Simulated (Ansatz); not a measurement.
CH₂FNOSeSi (`F[SiH]1NC(=[Se])O1`), charge 0, multiplicity 1.

Q: Give a relaxed structure at PBE0-D4/def2-TZVP (the Gaussian-basis code of Ansatz). (Best estimate.)

A: Ansatz gave: 
Cartesian coordinates in Å:
```
F 0.880 -1.929 -1.072
Si -0.219 -0.958 -0.499
N 0.148 0.720 -0.499
C 0.150 0.692 0.874
Se 0.377 1.980 2.058
O -0.091 -0.638 1.143
H -1.521 -1.432 -0.978
H 0.276 1.564 -1.026
```
